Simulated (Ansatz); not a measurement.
Basis-set extrapolation for CH₄ClNOSi, SMILES `O[Si]1(Cl)CN1` (PBE0-D4/def2-TZVP geometry, frozen core, Ansatz). Multiplicity 1, RHF reference.

|  | def2-TZVPP | def2-QZVPP |
| --- | --- | --- |
| HF | -918.113842 | -918.144228 |
| MP2 correlation | -0.915926 | -0.990414 |
| CCSD(T) correlation | -0.989269 | not run |

Energies in hartree. Use E(X) = E(∞) + A·exp(−7.88·√X) for Hartree–Fock and E(X) = E(∞) + B·X^(−2.97) for correlation, with X = 3 and 4, and add CCSD(T) minus MP2 of the smaller set to the MP2 limit.

**Question.** What is the CCSD(T) energy at the basis-set limit?

**Answer.** HF limit: -918.144228 + (-0.030386) × 0.13774 = -918.14841. MP2 limit: -0.990414 + (-0.074488) × 0.74074 = -1.04559. Higher-order term: -0.989269 − (-0.915926) = -0.07334. Total: -919.26734 hartree, 431.2 kJ/mol below CCSD(T)/def2-TZVPP.
